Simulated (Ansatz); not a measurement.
Isolated molecules relaxed with PBE0-D4/def2-TZVP in Ansatz; ΔE leaves out vibrations. CCSD(T)/CBS adds triple-zeta CCSD(T) − MP2 to the extrapolated MP2 energy (def2 sets, frozen cores). This one scheme is used for every species. Functionals use def2-TZVPP. B3LYP here is the variant with VWN-RPA as its local correlation; programs differ in this. For Ge outer-core shells are correlated without core-valence functions, which leaves a few kJ/mol of doubt a bond. Scalar relativity is left out up to krypton. Each species was taken in one conformer, which may not be the lowest.

`[SiH3][GeH2][SH]` + silanol → `[SiH3][O][GeH2][SiH3]` + H₂S  (ligand exchange at a Ge–S bond)

```json
{"level": "r2SCAN-D4", "ΔE (kcal/mol)": "3.4", "difference from CCSD(T)/CBS": "0.8"}
{"level": "PBE0-D4", "ΔE (kcal/mol)": "4.6", "difference from CCSD(T)/CBS": "2.0"}
{"level": "B3LYP-D4", "ΔE (kcal/mol)": "2.1", "difference from CCSD(T)/CBS": "-0.5"}
{"level": "ωB97X-V", "ΔE (kcal/mol)": "2.0", "difference from CCSD(T)/CBS": "-0.6"}
{"level": "B2PLYP", "ΔE (kcal/mol)": "2.1", "difference from CCSD(T)/CBS": "-0.5"}
{"level": "PBE", "ΔE (kcal/mol)": "5.1", "difference from CCSD(T)/CBS": "2.5"}
{"level": "r2SCAN", "ΔE (kcal/mol)": "3.5", "difference from CCSD(T)/CBS": "0.9"}
{"level": "B3LYP", "ΔE (kcal/mol)": "2.5", "difference from CCSD(T)/CBS": "-0.1"}
{"level": "MP2/def2-TZVPP", "ΔE (kcal/mol)": "2.6", "difference from CCSD(T)/CBS": "0.0"}
{"level": "SCS-MP2/def2-TZVPP", "ΔE (kcal/mol)": "1.2", "difference from CCSD(T)/CBS": "-1.4"}
{"level": "CCSD/def2-TZVPP", "ΔE (kcal/mol)": "1.4", "difference from CCSD(T)/CBS": "-1.2"}
{"level": "CCSD(T)/def2-TZVPP", "ΔE (kcal/mol)": "1.7", "difference from CCSD(T)/CBS": "-0.9"}
{"level": "HF/def2-QZVPP", "ΔE (kcal/mol)": "-0.4", "difference from CCSD(T)/CBS": "-3.0"}
{"level": "SCS-MP2/def2-QZVPP", "ΔE (kcal/mol)": "1.6", "difference from CCSD(T)/CBS": "-1.0"}
{"level": "MP2/CBS(def2)", "ΔE (kcal/mol)": "3.5", "difference from CCSD(T)/CBS": "0.9"}
{"level": "CCSD/CBS(def2)", "ΔE (kcal/mol)": "2.3", "difference from CCSD(T)/CBS": "-0.3"}
{"level": "CCSD(T)/CBS", "ΔE (kcal/mol)": "2.6", "difference from CCSD(T)/CBS": "0"}
```

Largest T1 diagnostic among the species: 0.012.

In def2-TZVPP, CCSD(T) changes the Hartree–Fock value by +1.7 kcal/mol (the triples alone add +0.3 kcal/mol) and MP2 by +2.7 kcal/mol.
